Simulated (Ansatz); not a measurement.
A nudged elastic band was laid between two geometries of C2H3Cl2FSi (9 atoms, charge 0, multiplicity 1).

Computed with RKS PBE0/6-31G (Ansatz).

```
movable images  : 5
climbing image  : yes
spring          : 5.0 eV/Å²
optimiser       : quadratic models (default)
start path      : through a guess of the saddle point
force threshold : 0.03 eV/Å
iteration limit : 54
end points      : relaxed
```

First end point:

```xyz
9
Properties=species:S:1:pos:R:3
F -0.655 -2.094 -0.387
C 0.425 -1.355 -0.832
C 0.615 -0.095 -0.454
Si -0.524 0.828 0.701
Cl -1.241 2.599 -0.327
Cl 0.637 1.495 2.408
H 1.051 -1.938 -1.497
H 1.484 0.429 -0.839
H -1.704 0.084 1.211
```

Last end point:

```xyz
9
Properties=species:S:1:pos:R:3
F 1.063 -2.129 -1.581
C 0.282 -1.372 -0.741
C 0.589 -0.111 -0.442
Si -0.496 0.876 0.701
Cl -1.231 2.640 -0.318
Cl 0.647 1.537 2.417
H -0.572 -1.936 -0.383
H 1.478 0.348 -0.865
H -1.671 0.101 1.195
```

Problem. What changes between the two ends?

Solution. No bond is made or broken. The dihedral F1–C2–C3–Si4 goes from 0 to -180°.

Problem. What energy profile does the band end with?

Solution. The forces met the threshold. The highest image is number 3 of 0 to 6, 69.7 kcal/mol above the first end and 68.9 kcal/mol above the last; the last end lies 0.8 kcal/mol above the first. Neighbouring images differ by up to 2.4 eV, so the band resolves the path poorly. A vibrational analysis at the climbing image gives one clearly imaginary mode, 2487i cm⁻¹: a first-order saddle point. Limits of this set-up: no polarisation functions.

| image | path coordinate (Å) | energy (kcal/mol) | dihedral F1–C2–C3–Si4 (°) |
| --- | --- | --- | --- |
| 0 | 0.00 | 0.0 | 0 |
| 1 | 1.01 | -0.1 | 1 |
| 2 | 2.01 | 14.4 | 42 |
| 3 | 3.02 | 69.7 | 84 |
| 4 | 3.77 | 27.9 | 118 |
| 5 | 4.52 | 5.5 | 153 |
| 6 | 5.27 | 0.8 | -180 |

Problem. What is the geometry of the highest image?

Solution. 
```xyz
9
Properties=species:S:1:pos:R:3
F -0.503 -1.729 -1.816
C 0.366 -1.383 -0.775
C 0.644 -0.123 -0.404
Si -0.414 0.823 0.743
Cl -1.539 2.440 -0.200
Cl 0.820 1.841 2.222
H 0.688 -2.348 -0.364
H 1.428 0.474 -0.872
H -1.402 -0.042 1.449
```

Time of the run: 5.3 min on 1 thread of Arm Neoverse V2 (shared host), peak memory 0.18 GiB.
